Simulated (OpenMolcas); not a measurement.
An OpenMolcas run meant for Sn2+ (ANO-RCC-VQZP, DKH3; inactive shells 1s 2s 2p 3s 3p 3d 4s 4p 4d; intended active space 2 electrons in 4 orbitals (5s 5p)). One step of its input:

```
&CASPT2
Multistate=3 1 2 3
Frozen=9 9
IPEA=0.25
Imaginary=0.1
MaxIter=60
WThr=0.0 0.3 0.05
PrWF=0.5
NoMix
Deleted=22 18
```

The run finished. Its levels beside those of a sound run (SS-CASPT2, IPEA 0.25 Eh, imaginary shift 0.1 Eh (closed shells correlated: 4d)), in cm⁻¹ above each run's lowest level:

| Level | This run | Usual run |
| --- | --- | --- |
| 5s² ¹S₀ | 0.0 | 0.0 |
| 5s 5p ³P°₀ | 49953 | 53360 |
| 5s 5p ³P°₁ | 51364 | 54738 |
| 5s 5p ³P°₂ | 54550 | 57958 |
| 5s 5p ¹P°₁ | 81274 | 78319 |
| 5p² ³P₀ | 124693 | 127531 |
| 5p² ³P₁ | 126781 | 129736 |
| 5p² ³P₂ [51 %] | 128138 | 130623 |
| 5p² ¹D₂ [51 %] | 132459 | 134784 |
| 5p² ¹S₀ | 151932 | 150699 |

Which setting is unsound, and how much does it matter here?

Nearly half of the orbitals are deleted from the virtual space, which removes much of the correlation energy. Against the sound run the excited levels shown move by 2800 cm-1 on average and by 3400 cm-1 at most.

CASPT2 breaks the degeneracy within a term, and the mean is taken; among the terms shown or strongly mixed into the levels shown the widest spread is 1000 cm-1 (5p² ¹D, this run). Over all roots computed the reference weight is 0.87 to 0.94 in the sound run, 0.92 to 0.99 in this run; the roots of lowest weight are the least certain, and an intruder state may touch them. The ¹D term of p² mixes with s d, which this space lacks. Some levels mix across a computed gap that differs much from the measured one, so their mixing is not that of the real levels (holds for this run). Only configurations of the active space appear.

A share in square brackets marks a mixed level and gives the weight of the term that names it, the lowest over the columns. ° marks odd parity.
